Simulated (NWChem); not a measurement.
System: InSiH3OF2; SMILES [F][In]([F])[O][SiH3]

NWChem input:

```
start job
memory heap 200 mb stack 900 mb global 1100 mb
geometry units angstroms noautoz
  In    -0.065828     0.673218    -0.001419
  F      1.060310     2.249356     0.007076
  F     -1.989188     0.945952    -0.020219
  O      0.739667    -1.116480     0.010332
  Si     0.189808    -2.687069    -0.004149
  H     -0.670150    -2.968132     1.187721
  H      1.377513    -3.588137     0.023444
  H     -0.611879    -2.965642    -1.236563
end
basis spherical
  * library sto-3g
end
dft
  xc b3lyp
  iterations 150
  mulliken
end
task dft energy
```

Coordinates come from a PBE0/def2-SVP (def2 core potentials past Kr) optimisation. No frequency run checked for a minimum.

Q: What results follow from this input? (B3LYP/STO-3G, non-relativistic.) Quantities: basis functions; energy (Ha); highest occupied level (eV); orbital gap (eV); dipole (D).

A: 
- number of basis functions = 54
- energy (Ha) = -6243.79
- highest occupied level (eV) = -3.21
- orbital gap (eV) = 5.91
- dipole (D) = 0.15
